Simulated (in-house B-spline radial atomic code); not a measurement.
Mo⁺. Computed with a B-spline radial atomic code. Model: all-electron spherical atom, spin shells full or empty, radial basis limit, no spin-orbit coupling: exact exchange with a local potential (Slater, KLI or optimised effective potential, whose far tail is KLI's), no correlation.

Exchange potential has not reached -1/r at the last radius.

The run also made RPA and GW results, which its time includes.

The Slater potential averages the orbital exchange potentials with the orbital densities as weights, KLI adds orbital constants, and the optimised effective potential minimises the exact-exchange energy among local potentials. So their energies lie above Hartree-Fock in the order OEP, KLI, Slater. All fall off as −1/r, unlike LDA and GGA exchange.

Command:
```bash
python run_gw.py task.json out
```
Settings (lengths in bohr, energies in hartree):
```
Z                      42
electrons              41
configuration          [Kr] 4d5
hamiltonian            nr
method                 oep
lmax                   9
spin_polarised         True
box_radius             23.78
intervals              77
```

Time taken, with all properties: 8.4 s on 1 thread of Arm Neoverse V1, with other jobs on the host.

Given: hamiltonian non-relativistic; mean-field start exchange-only OEP.

Computed: energy above Hartree-Fock 13.616 millihartree; virial ratio -E/T less 1 0.

| radius (bohr) | r times exchange potential up (hartree bohr) | r times exchange potential down (hartree bohr) |
| --- | --- | --- |
| 0.00119 | -0.040423 | -0.040631 |
| 0.0015 | -0.050899 | -0.051162 |
| 0.00189 | -0.06403 | -0.064361 |
| 0.00238 | -0.080423 | -0.08084 |
| 0.00299 | -0.10064 | -0.10116 |
| 0.00376 | -0.12577 | -0.12643 |
| 0.00474 | -0.15706 | -0.15789 |
| 0.00597 | -0.195 | -0.19605 |
| 0.00751 | -0.24016 | -0.24147 |
| 0.00946 | -0.29317 | -0.29483 |
| 0.0119 | -0.35252 | -0.3546 |
| 0.015 | -0.41634 | -0.41896 |
| 0.0189 | -0.47843 | -0.48173 |
| 0.0238 | -0.52914 | -0.53329 |
| 0.0299 | -0.5538 | -0.55901 |
| 0.0376 | -0.53744 | -0.54404 |
| 0.0474 | -0.49748 | -0.50587 |
| 0.0597 | -0.53747 | -0.54799 |
| 0.0751 | -0.69128 | -0.70401 |
| 0.0946 | -0.84814 | -0.86317 |
| 0.119 | ? | ? |
| 0.15 | ? | ? |
| 0.189 | -0.83055 | -0.84015 |
| 0.238 | -0.90685 | -0.92044 |
| 0.299 | -1.1801 | -1.2138 |
| 0.376 | -1.3466 | -1.3946 |
| 0.474 | -1.3345 | -1.4011 |
| 0.597 | -1.0595 | -1.178 |
| 0.751 | -0.81832 | -0.94137 |
| 0.946 | -1.2102 | -1.2202 |
| 1.19 | -1.4489 | -1.3794 |
| 1.5 | -1.529 | -1.3928 |
| 1.89 | -1.4698 | -1.3215 |
| 2.38 | -1.3363 | -1.2238 |
| 2.99 | -1.2097 | -1.1415 |
| 3.76 | -1.1207 | -1.0858 |
| 4.74 | -1.0671 | -1.0501 |

(1) What belongs in the row 0.119?

(2) What belongs in the row 0.15?

| occupied | level (hartree) | Hartree-Fock level (hartree) |
| --- | --- | --- |
| 1s up | -710.66 | -721.45 |
| 1s down | -710.83 | -721.45 |
| 2s up | -99.057 | -103.11 |
| 2s down | -99.165 | -103.08 |
| 2p up | -91.217 | -94.708 |
| 2p down | -91.341 | -94.674 |
| 3s up | -17.22 | -18.838 |
| 3s down | -17.361 | -18.823 |
| 3p up | ? | ? |
| 3p down | -14.34 | -15.524 |
| 3d up | ? | ? |
| 3d down | -8.8161 | -9.5065 |
| 4s up | -2.6814 | -3.1278 |
| 4s down | -2.6728 | -2.8945 |
| 4p up | -1.8445 | -2.1328 |
| 4p down | -1.8211 | -1.8212 |
| 4d up | -0.61024 | -0.61171 |

(3) What belongs in the row 3p up?

(4) What belongs in the row 3d up?

```json
{"empty": "4d down", "level (hartree)": "-0.5655"}
{"empty": "5s up", "level (hartree)": "?"}
{"empty": "5s down", "level (hartree)": "-0.50187"}
{"empty": "5p up", "level (hartree)": "-0.37145"}
{"empty": "5p down", "level (hartree)": "-0.35879"}
{"empty": "6s up", "level (hartree)": "-0.21922"}
{"empty": "6s down", "level (hartree)": "?"}
{"empty": "5d up", "level (hartree)": "-0.1994"}
{"empty": "5d down", "level (hartree)": "-0.19427"}
```

(5) What belongs in the row 5s up?

(6) What belongs in the row 6s down?

Answers

(1) r times exchange potential up (hartree bohr): -0.94339; r times exchange potential down (hartree bohr): -0.96035.

(2) r times exchange potential up (hartree bohr): -0.93843; r times exchange potential down (hartree bohr): -0.955.

(3) level (hartree): -14.201; Hartree-Fock level (hartree): -15.543.

(4) level (hartree): -8.6928; Hartree-Fock level (hartree): -9.5577.

(5) level (hartree): -0.52285.

(6) level (hartree): -0.21284.

The highest level, 4d up, differs from Hartree-Fock by +0.04 eV and the deepest, 1s down, by +289 eV: a local potential can match the highest level but can't give each shell its own exchange.
